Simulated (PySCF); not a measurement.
C7H2F4N2O2, SMILES Fc1ccc(-c2nnc(C(F)(F)F)o2)o1.

Coordinates come from a B3LYP-D3(BJ)/def2-SVP optimisation. This is a generated structure with no PubChem entry under its InChIKey; it may be hypothetical. Other conformers were not sampled.

Calculation: TDA-PBE/def2-SVP in PySCF 2.14.0.

Vertical excitations. Gas-phase values at a fixed geometry. State labels are in the subgroup Cs.

```csv
state,symmetry,energy (eV),λ (nm),f,main pairs
S1,A",4.09,303,0.000,HOMO−1→LUMO 99 %
S2,A',4.46,278,0.437,"HOMO→LUMO 63 %, HOMO→LUMO+1 30 %"
S3,A',5.21,238,0.408,"HOMO→LUMO+1 55 %, HOMO→LUMO 27 %"
S4,A",5.44,228,0.000,"HOMO−3→LUMO 67 %, HOMO−1→LUMO+1 32 %"
S5,A',5.58,222,0.105,"HOMO−2→LUMO 71 %, HOMO→LUMO+2 18 %"
S6,A",5.68,218,0.008,"HOMO−1→LUMO+1 61 %, HOMO−3→LUMO 31 %"
T1,A',2.98,416,0,HOMO→LUMO 98 %
T2,A",3.81,325,0,HOMO−1→LUMO 99 %
```
Triplets are in the Tamm–Dancoff approximation.
